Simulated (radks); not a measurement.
Results of a calculation; reference values are marked as such.
Ionisation of the bismuth ion Bi3+, [Hg], to [Xe] 4f14 5d10 6s1 as the strength of local exchange is varied. Code: a radial shooting solver on a logarithmic mesh with Libxc functionals. Model: Dirac Kohn-Sham, Slater X-alpha exchange (alpha = 2/3 is LDA exchange), no correlation, spin-unpolarised, spherical densities, point nucleus.

alpha  E(Bi3+) (hartree)  exchange (hartree)  IE (eV)  -e of the level emptied (eV)  <r> of it (bohr)
0.633        -21540.5173           -358.1154   43.972                38.539 (6s1/2)             2.032
0.667        -21559.7613           -377.6928   44.477                39.034 (6s1/2)             2.022
0.712        -21585.2581           -403.6577   45.149                39.694 (6s1/2)             2.009
0.73         -21595.4654           -414.0608   45.419                39.959 (6s1/2)             2.004
0.818        -21645.4380           -465.0606   46.749                41.267 (6s1/2)             1.979
0.974        -21734.3126           -556.0421   49.146                43.629 (6s1/2)             1.938
0.977        -21736.0254           -557.7989   49.193                43.675 (6s1/2)             1.937

NIST Atomic Spectra Database: 45.4 eV (measured). The Delta-SCF value meets it near alpha = 0.73. Spin polarisation and multiplet splitting are left out, so open shells lie too high by an amount that depends on their filling.

Beside tabulated values, note that spin-unpolarised runs miss the spin-polarisation part of the exchange energy of open shells.
